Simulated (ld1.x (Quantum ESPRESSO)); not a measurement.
## An all-electron radial function and its pseudo partner (Ca (Z = 20))

Columns: radius, all-electron u(r) and pseudo u(r) of the 3p shell (level -27.98 eV) of calcium in the configuration [Ne] 3s2 3p6 3d0 4s2 4p0; LDA (PZ), scalar-relativistic, PAW scheme, ld1.x (Quantum ESPRESSO) 7.5.

```tsv
r (bohr)	all-electron	pseudo
0.168	0.4678	-0.0387
0.335	0.2491	-0.1460
0.503	-0.2473	-0.3012
0.670	-0.6440	-0.4718
0.838	-0.8682	-0.6275
1.005	-0.9459	-0.7400
1.172	-0.9281	-0.7950
1.340	-0.8562	-0.7907
1.508	-0.7595	-0.7369
1.675	-0.6568	-0.6527
1.842	-0.5576	-0.5577
2.010	-0.4665	-0.4665
2.178	-0.3864	-0.3864
2.345	-0.3180	-0.3180
2.512	-0.2602	-0.2602
2.680	-0.2117	-0.2117
2.848	-0.1716	-0.1716
3.015	-0.1388	-0.1388
3.182	-0.1121	-0.1121
3.350	-0.0902	-0.0902
3.518	-0.0724	-0.0724
3.685	-0.0581	-0.0581
3.852	-0.0466	-0.0466
4.020	-0.0373	-0.0373
4.188	-0.0298	-0.0298
4.355	-0.0238	-0.0238
```

Q: How many radial nodes do the two functions have?

A: The all-electron 3p function has n − l − 1 = 1; the pseudo-wave has 0, since the states of the same l below it are removed with the core.

Q: At about which radius was the pseudo-wave matched?

A: 2.05 bohr. The columns agree to 0.0005 from 1.84 bohr on; several derivatives are matched, so the curves merge somewhat inside the radius.

Q: Where does each function peak?

A: Outermost all-electron maximum near 1.00 bohr, pseudo maximum near 1.17 bohr (to the table’s step).

Q: Is the pseudo-wave norm-conserving?

A: No, it belongs to a PAW set: the norm inside the radius is not constrained, and the difference is carried by the augmentation charge.
